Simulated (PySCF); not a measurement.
Shieldings and the share of exact exchange

Molecule: SMILES N[Si@H](C=O)O[SiH3], CH7NO2Si2.

Bonds (- single, = double, # triple, : aromatic): N1-Si2 1.703 Å, Si2-C3 1.929 Å, C3=O4 1.210 Å, Si2-O5 1.664 Å, O5-Si6 1.665 Å. N1 carries H7, H8; Si2 carries H9; C3 carries H10; Si6 carries H11, H12, H13. Stereochemistry as in N[Si@H](C=O)O[SiH3].

GIAO shieldings (ppm, equivalent atoms averaged) in PySCF 2.14.0 with density-fitted response routines on the PBE0-D3(BJ)/def2-SVP geometry, basis pcSseg-1, gas phase, non-relativistic:

| functional | exact exchange (%) | σ(N1) | σ(Si6) | σ(Si2) | σ(O5) |
| --- | --- | --- | --- | --- | --- |
| BLYP | 0 | 231.8 | 371.9 | 389.9 | 272.2 |
| BP86 | 0 | 233.1 | 375.0 | 394.8 | 276.0 |
| PBE | 0 | 233.8 | 376.2 | 395.5 | 275.9 |
| B3LYP | 20 | 237.0 | 383.5 | 400.4 | 282.2 |
| PBE0 | 25 | 240.0 | 391.1 | 408.8 | 287.6 |
| mPW1PW91 | 25 | 239.3 | 389.8 | 407.9 | 287.4 |
| HF | 100 | 251.3 | 437.8 | 449.3 | 307.9 |

Problem. Fit each shielding as a line in the percentage of exact exchange.

Solution. σ(N1) = 233.6 + 0.18 x (rms 1.1 ppm); σ(Si6) = 373.9 + 0.64 x (rms 1.8 ppm); σ(Si2) = 393.0 + 0.56 x (rms 2.3 ppm); σ(O5) = 276.1 + 0.33 x (rms 2.3 ppm). The functionals also differ in their semilocal parts, which the line can't hold; Hartree–Fock has no correlation at all.

Problem. What does the line predict for BHandHLYP (50 %), and what does the run give?

Solution. σ(N1): 242.6 predicted, 243.3 computed; σ(Si6): 405.9 predicted, 402.4 computed; σ(Si2): 421.0 predicted, 417.4 computed; σ(O5): 292.6 predicted, 293.3 computed ppm.
